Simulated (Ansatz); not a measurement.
The cluster GaN₂⁻. Total charge -1; quintet. Geometry r2SCAN-D4/def2-TZVPD.

```xyz
3

Ga   -0.589    1.101    0.156
N    -0.245   -0.807   -0.309
N     0.834   -0.295    0.153
```

At LDA (SPW92)/def2-TZVPD, PBE-D4/def2-TZVPD, r2SCAN-D4/def2-TZVPD the highest occupied level of the charge -1 quintet lies above zero (up to 2.54 eV). It is a level of α spin, whose loss leaves a quartet; that state wasn't run at this geometry and level. The electron is either unbound and held by the finite basis, or the level is raised by self-interaction error. At PBE0-D4/def2-TZVPD a triplet of charge -1 lies 3.66 eV below the quintet, each at its own geometry. The structure comes from a short search, and lower isomers may exist.

Estimate the α-spin orbital energies around the gap (eV) in Ansatz with LDA (SPW92)/def2-TZVPD, PBE-D4/def2-TZVPD, r2SCAN-D4/def2-TZVPD, ωB97X-V/def2-TZVPD, ωB97M-V/def2-TZVPD.


| orbital | LDA (SPW92)/def2-TZVPD | PBE-D4/def2-TZVPD | r2SCAN-D4/def2-TZVPD | ωB97X-V/def2-TZVPD | ωB97M-V/def2-TZVPD |
| --- | --- | --- | --- | --- | --- |
| HOMO−13 | -19.58 | -19.51 | -20.64 | -25.04 | -24.97 |
| HOMO−12 | -15.29 | -14.96 | -15.47 | -20.76 | -20.76 |
| HOMO−11 | -15.14 | -14.80 | -15.32 | -20.62 | -20.63 |
| HOMO−10 | -15.13 | -14.80 | -15.32 | -20.61 | -20.62 |
| HOMO−9 | -15.11 | -14.79 | -15.31 | -20.61 | -20.62 |
| HOMO−8 | -15.05 | -14.73 | -15.25 | -20.50 | -20.52 |
| HOMO−7 | -8.24 | -8.31 | -9.21 | -13.26 | -13.15 |
| HOMO−6 | -6.58 | -6.34 | -6.75 | -10.57 | -10.48 |
| HOMO−5 | -4.20 | -4.03 | -4.49 | -8.36 | -8.27 |
| HOMO−4 | -3.66 | -3.42 | -3.77 | -7.42 | -7.45 |
| HOMO−3 | -2.31 | -2.16 | -2.60 | -5.55 | -5.47 |
| HOMO−2 | 0.60 | 0.74 | 0.50 | -2.07 | -2.00 |
| HOMO−1 | 2.02 | 2.05 | 1.82 | -1.13 | -1.05 |
| HOMO | 2.43 | 2.54 | 2.27 | -0.60 | -0.35 |
| LUMO | 3.35 | 3.44 | 3.53 | 5.13 | 4.66 |
| LUMO+1 | 3.42 | 3.47 | 3.85 | 5.73 | 5.49 |
| LUMO+2 | 4.23 | 4.30 | 4.66 | 6.25 | 5.82 |
| LUMO+3 | 5.21 | 5.22 | 5.72 | 6.99 | 6.49 |
| LUMO+4 | 5.28 | 5.28 | 5.75 | 7.09 | 6.66 |
| LUMO+5 | 5.52 | 5.54 | 6.08 | 7.47 | 6.96 |
| β HOMO | -2.66 | -2.56 | -2.63 | -5.97 | -6.02 |
| β LUMO | -0.62 | -0.29 | 0.31 | 2.87 | 2.74 |
